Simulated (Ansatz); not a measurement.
Ideal-gas functions of `[NH2][Hf]([NH2])([F])[Cl]` at 400 K and 1 bar, from an Ansatz frequency run at PBE0-D4/def2-TZVP.

Molar mass 264.99 g/mol, point group C1 (symmetry number 1), electronic degeneracy 1, moments of inertia 186.611, 308.546, 313.663 u Å². Harmonic wavenumbers (cm⁻¹, unscaled): 93, 124, 132, 147, 163, 214, 255, 363, 459, 472, 502, 513, 630, 638, 655, 1543, 1545, 3561, 3568, 3651, 3660.

Use S(trans) = R[1.5 ln M + 2.5 ln T − 1.1517]; rotational temperatures θ = 24.2544 K / I; S(rot) = R[ln(√π/σ · √(T³/θAθBθC)) + 1.5]; for each mode x = 1.438777 ν̃/T, S = R[x/(eˣ − 1) − ln(1 − e⁻ˣ)] and H = RT x/(eˣ − 1); 1 cm⁻¹ = 0.0119627 kJ/mol; R = 8.31446 J/(mol·K).

Question: By hand: the entropy, in J/(mol·K).

Answer: Translation 184.6. Rotation: θ = 0.13, 0.0786, 0.0773 K, giving 121.7. Vibration, mode by mode: 17.46, 15.10, 14.59, 13.71, 12.87, 10.69, 9.32, 6.66, 5.03, 4.85, 4.45, 4.31, 3.09, 3.02, 2.88, 0.21, 0.21, 0.00, 0.00, 0.00, 0.00, in all 128.4. Electronic 0.0. Sum 434.7 J/(mol·K).

Question: By hand: H − E and G − E in kJ/mol, counted from the electronic energy.

Answer: Zero-point energy ½ × 22888 × 0.0119627 = 136.9; thermal vibration 26.5; translation, rotation and pV give 4 RT = 13.3. H − E = 176.7 kJ/mol, and G − E = 176.7 − 400 × 434.7/1000 = 2.8 kJ/mol.

Vibration gives 30 % of the entropy, 60.8 J/(mol·K) of it from the modes under 150 cm⁻¹: soft modes count most, and the harmonic formula is weakest for them. The sum counts one conformer and one mirror image; others add a mixing term.
